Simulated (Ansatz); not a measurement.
Steps of a relaxation of F4H2O2W, SMILES `[OH][W]([OH])([F])([F])([F])[F]` with RKS PBE0-D4/def2-TZVP.

```sh
$ ansatz run in.yaml --threads 4 --pin off --events-out ev --progress --plain --max-ram 11315MiB
```

```yaml
crystal:
  periodic: [false, false, false]
  atoms:
    - {symbol: O, position_ang: [-0.850690, -1.372410, 0.020780]}
    - {symbol: W, position_ang: [-0.055880, 0.258160, -0.226530]}
    - {symbol: O, position_ang: [1.143870, 0.048860, 1.140960]}
    - {symbol: F, position_ang: [-1.225500, 0.587880, -1.639920]}
    - {symbol: F, position_ang: [0.669880, 1.939220, -0.578610]}
    - {symbol: F, position_ang: [-1.300340, 1.124960, 0.892410]}
    - {symbol: F, position_ang: [1.150630, -0.433810, -1.499020]}
    - {symbol: H, position_ang: [-1.344850, -2.198280, 0.055570]}
    - {symbol: H, position_ang: [1.812890, 0.045430, 1.834370]}
basis:
  gaussian: {orbitals: def2-TZVP}
hamiltonian: {xc: pbe0, dispersion: d4}
relax: {f_tol: 0.005, max_steps: 150}
```

Positions (Å) and forces (eV/Å) along the path, 10 of 10 steps:

```xyz
9
step=1 energy=-16819.1582 eV
O    -0.851   -1.372    0.021   -0.032   -0.292    0.163
W    -0.056    0.258   -0.227   -0.053    0.369   -0.317
O     1.144    0.049    1.141    0.139   -0.174    0.255
F    -1.226    0.588   -1.640    0.272    0.027    0.263
F     0.670    1.939   -0.579   -0.215   -0.333   -0.002
F    -1.300    1.125    0.892    0.550   -0.412   -0.461
F     1.151   -0.434   -1.499   -0.526    0.275    0.594
H    -1.345   -2.198    0.056    0.190    0.446   -0.098
H     1.813    0.045    1.834   -0.324    0.094   -0.396
9
step=2 energy=-16819.1953 eV
O    -0.841   -1.369    0.029   -0.061   -0.251    0.102
W    -0.056    0.260   -0.228   -0.025    0.146   -0.126
O     1.135    0.039    1.138    0.141   -0.106    0.213
F    -1.211    0.605   -1.636   -0.024   -0.014   -0.018
F     0.653    1.934   -0.592    0.021    0.018    0.011
F    -1.283    1.106    0.885    0.035   -0.031   -0.021
F     1.137   -0.433   -1.475   -0.032    0.010    0.043
H    -1.337   -2.186    0.056    0.003    0.135   -0.085
H     1.802    0.045    1.823   -0.057    0.093   -0.120
9
step=3 energy=-16819.2002 eV
O    -0.847   -1.374    0.026    0.076   -0.088    0.135
W    -0.055    0.255   -0.224   -0.016    0.069   -0.059
O     1.141    0.043    1.142   -0.023   -0.154    0.076
F    -1.211    0.599   -1.632   -0.014    0.021   -0.028
F     0.655    1.929   -0.587    0.002    0.033   -0.019
F    -1.279    1.097    0.889   -0.036    0.022    0.037
F     1.136   -0.438   -1.467    0.037   -0.025   -0.035
H    -1.354   -2.181    0.035   -0.065    0.026   -0.083
H     1.813    0.069    1.818    0.038    0.096   -0.023
9
step=4 energy=-16819.2240 eV
O    -0.847   -1.390    0.037    0.132   -0.021    0.148
W    -0.052    0.241   -0.211    0.001   -0.034    0.032
O     1.148    0.032    1.156   -0.097   -0.174    0.013
F    -1.207    0.586   -1.621   -0.005    0.039   -0.030
F     0.656    1.916   -0.577   -0.009    0.038   -0.036
F    -1.273    1.076    0.906   -0.086    0.070    0.063
F     1.140   -0.459   -1.447    0.081   -0.035   -0.098
H    -1.409   -2.156   -0.039   -0.089    0.005   -0.094
H     1.845    0.154    1.794    0.073    0.111    0.002
9
step=5 energy=-16819.2367 eV
O    -0.853   -1.405    0.041    0.007   -0.178    0.122
W    -0.049    0.228   -0.199    0.009   -0.104    0.091
O     1.158    0.029    1.169    0.044   -0.143    0.139
F    -1.202    0.580   -1.612   -0.003    0.026   -0.018
F     0.654    1.905   -0.572   -0.004    0.031   -0.026
F    -1.268    1.059    0.918   -0.152    0.115    0.124
F     1.141   -0.473   -1.430    0.148   -0.074   -0.168
H    -1.454   -2.141   -0.095    0.124    0.274   -0.051
H     1.873    0.219    1.780   -0.172    0.053   -0.212
9
step=6 energy=-16819.2733 eV
O    -0.838   -1.449    0.086    0.043    0.238   -0.112
W    -0.044    0.204   -0.177    0.116   -0.629    0.529
O     1.162   -0.025    1.209   -0.113    0.129   -0.200
F    -1.196    0.554   -1.588   -0.074   -0.004   -0.074
F     0.657    1.879   -0.552    0.060    0.084    0.006
F    -1.266    1.038    0.943    0.002    0.019   -0.026
F     1.151   -0.499   -1.413   -0.011    0.027   -0.013
H    -1.517   -2.059   -0.214    0.123    0.166    0.018
H     1.890    0.357    1.706   -0.144   -0.029   -0.129
9
step=7 energy=-16819.2766 eV
O    -0.840   -1.463    0.092   -0.402   -0.253   -0.248
W    -0.039    0.181   -0.158    0.063   -0.259    0.231
O     1.169   -0.031    1.220    0.390    0.304    0.202
F    -1.193    0.531   -1.570   -0.079    0.028   -0.100
F     0.664    1.858   -0.531    0.048    0.121   -0.029
F    -1.264    1.026    0.954    0.008   -0.011   -0.006
F     1.154   -0.511   -1.402   -0.012    0.001    0.012
H    -1.548   -2.017   -0.273    0.456    0.362    0.233
H     1.897    0.426    1.669   -0.474   -0.292   -0.296
9
step=8 energy=-16819.2852 eV
O    -0.843   -1.460    0.088    0.054    0.026    0.039
W    -0.038    0.178   -0.155   -0.020    0.079   -0.072
O     1.170   -0.026    1.217   -0.047   -0.048   -0.017
F    -1.193    0.535   -1.573    0.015   -0.015    0.026
F     0.664    1.861   -0.533   -0.004   -0.028    0.014
F    -1.263    1.021    0.958    0.004   -0.007    0.000
F     1.154   -0.516   -1.398   -0.003   -0.002    0.007
H    -1.539   -2.011   -0.268   -0.046   -0.036   -0.024
H     1.889    0.420    1.665    0.047    0.031    0.028
9
step=9 energy=-16819.2855 eV
O    -0.840   -1.460    0.090   -0.001   -0.001    0.000
W    -0.039    0.180   -0.157    0.002   -0.012    0.010
O     1.168   -0.029    1.217    0.002    0.000    0.002
F    -1.194    0.533   -1.573   -0.004    0.002   -0.006
F     0.666    1.861   -0.532    0.003    0.007   -0.001
F    -1.263    1.021    0.957   -0.003    0.005   -0.001
F     1.154   -0.516   -1.399    0.001    0.002   -0.006
H    -1.538   -2.011   -0.267    0.000   -0.002    0.001
H     1.887    0.420    1.663    0.001    0.000    0.001
9
step=10 energy=-16819.2855 eV
O    -0.841   -1.460    0.090    0.000    0.000    0.000
W    -0.039    0.180   -0.157    0.000   -0.002    0.001
O     1.167   -0.030    1.217    0.000    0.000    0.000
F    -1.193    0.535   -1.573   -0.001    0.000   -0.001
F     0.667    1.861   -0.530    0.001    0.002    0.000
F    -1.264    1.022    0.956    0.000    0.001    0.000
F     1.153   -0.515   -1.400    0.000    0.000   -0.001
H    -1.537   -2.013   -0.264    0.000    0.000    0.000
H     1.887    0.420    1.662    0.000    0.000    0.000
```

Run time 50 s (4 threads of an Arm Neoverse V2 on a shared host); peak host memory 0.71 GiB.
